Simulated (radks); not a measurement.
The numbers below are computed, except where a source is named.
Kinetic energies: the exact non-interacting value of the Kohn-Sham orbitals and orbital-free approximations, in hartree. Species: Cd+ [Kr] 4d10 5s1; Yb+ [Xe] 4f14 6s1; Cs+ [Xe]; Sr2+ [Kr]; Ti4+ [Ar]. Code: a radial shooting solver on a logarithmic mesh with Libxc functionals. Model: non-relativistic Kohn-Sham, exchange-only PBE, spin-polarised, spherical densities, point nucleus. Every spin shell is full or empty, so the densities are truly spherical. Functionals are evaluated on that one density, not self-consistently.

functional          Cd+      Yb+      Cs+     Sr2+     Ti4+
exact           5464.23  13391.0  7552.97  3130.52  844.959
Thomas-Fermi     5171.8    12736   7162.6   2950.2   786.95
von Weizsacker   2301.4   4966.0   3042.5   1425.6   467.94
TF + vW          7473.2    17702    10205   4375.8   1254.9
TF + vW/9        5427.5    13288   7500.6   3108.6   838.95
TF + vW/5        5632.1    13729   7771.1   3235.3   880.54
APBEK            5471.4    13388   7560.1   3134.6   846.08
revAPBEK         5481.4    13408   7572.8   3141.1   848.61
Perdew 92        5428.0    13289   7501.3   3108.9   839.05
Pearson          5413.7    13265   7484.2   3098.5   833.04
PG1              6301.8    15134   8647.1   3658.1   1028.6
DePristo-Kress   5459.8    13357   7543.3   3128.6   844.69
Ernzerhof        5443.1    13318   7520.4   3119.0   843.33
